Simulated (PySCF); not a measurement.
## Computed properties of OZr, SMILES [O]=[Zr], multiplicity 1

OZr, SMILES [O]=[Zr], multiplicity 1. Geometry: B3LYP-D3(BJ)/def2-TZVPD. The spin state was assumed, not searched. The def2 effective core potentials stand for the cores of Zr; spin–orbit coupling is left out. Other conformers were not sampled. All values are computed for the isolated molecule unless a solvent is named; none is compared with measurement here.

**Structure.** The optimised structure has C∞v symmetry. All 1 harmonic modes at B3LYP-D3(BJ)/def2-TZVPD (PySCF) are real, so it is a minimum.

**Vibrations.** The strongest infrared lines (harmonic, unscaled, degenerate partners summed) lie at 1007 cm⁻¹ (171 km/mol, O 85 %, Zr 15 %). The softest mode is at 1007 cm⁻¹ and the zero-point energy is 1.4 kcal/mol.

**Electronic structure.** PBE0/def2-TZVPD (PySCF) places the frontier levels at -5.33 and -3.18 eV, a gap of 2.15 eV, and gives a dipole moment of 2.61 D and a mean polarisability of 104.0 bohr³.

**Excitations.** TDA-PBE0/def2-TZVPD (PySCF) has S1 at 0.61 eV (2032 nm, f = 0.000, dark); the most intense of the 10 singlets computed lies at 4.37 eV (f = 1.35). Strengths of degenerate partners are summed.
